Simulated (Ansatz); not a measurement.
Consider the ligand exchange at a Zn–O bond: `[ZnH][O][GeH3]` + `C[SiH2]O` → `C[SiH2][O][ZnH]` + `[OH][GeH3]`.

Gas-phase electronic energies from Ansatz, PBE0-D4/def2-TZVP geometries. CCSD(T)/CBS adds triple-zeta CCSD(T) − MP2 to the extrapolated MP2 energy (def2 sets, frozen cores). This one scheme is used for every species. DFT in def2-TZVPP. For Ge, Zn outer-core shells are correlated without core-valence functions, which leaves a few kJ/mol of doubt a bond. Scalar relativity is left out up to krypton. Each species was taken in one conformer, which may not be the lowest.

| level | ΔE (kJ/mol) |
| --- | --- |
| PBE-QIDH | -12.4 |
| r2SCANh | -12.3 |

Q: What does CCSD(T)/CBS give? (Best estimate.)

A: Ansatz gave: -12.5 kJ/mol. The listed levels differ from it by 0.1, 0.2 kJ/mol.

Largest T1 diagnostic among the species: 0.016.

Leaving LDA and LC-ωPBE aside and taking each functional with its dispersion term where it has one, the values, not all of them listed here, spread over 3.0 kJ/mol, from BHLYP-D4 to PBE-D4.
